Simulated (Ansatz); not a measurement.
**Abstraction of Br: MgBr2 + SnH3 → MgBr + SnH3Br**

Species: MgBr2 `[Br][Mg][Br]`, singlet; SnH3 `[SnH3]`, doublet; MgBr, doublet; SnH3Br `[Br][SnH3]`, singlet. A radical takes Br: the energy is the difference in strength between the Mg–Br bond broken and the Sn–Br bond made.

Shapes, held fixed at every level: PBE0-D4/def2-TZVP. Programs: Ansatz 0.2.0. The zero-point and thermal change to 298 K, harmonic and unscaled (PBE0-D4/def2-TZVP), is +3.1 kJ/mol.

Estimate ΔH(298 K) of this reaction.

The highest level, CCSD(T)/def2-TZVPP, gives ΔH(298 K) = +63.4 kJ/mol; the levels span +53.7 to +73.1. The column of differences is taken from that level and isn't an error. No measured value is set beside it here. Open shells run unrestricted unless RO is named. For atoms past krypton def2 sets carry core potentials with scalar relativity. Relativity is left out for Br unless named. Correlated rows may include outer-core shells of Br, Mg, Sn, which these sets cover unevenly. Times are processor times on shared x86 and Arm servers, and rough.

```tsv
level	kind	ΔH(298 K) (kJ/mol)	less CCSD(T)/def2-TZVPP	CPU time (sum over the molecules)
PBE-D4/def2-TZVPP	GGA	+53.7	-9.7	13 s
B3LYP-D4/def2-TZVPP	global hybrid	+61.8	-1.6	19 s
r2SCAN0-D4/def2-TZVPP	global hybrid	+67.0	+3.6	31 s
wB97M-V/def2-TZVPP	range-separated hybrid	+72.6	+9.2	66 s
B2PLYP/def2-TZVPP	double hybrid	+65.0	+1.6	24 s
MP2/def2-SVP	perturbation theory	+73.1	+9.7	–
CCSD(T)/def2-TZVPP	coupled cluster or CI	+63.4	0.0	70 s
```
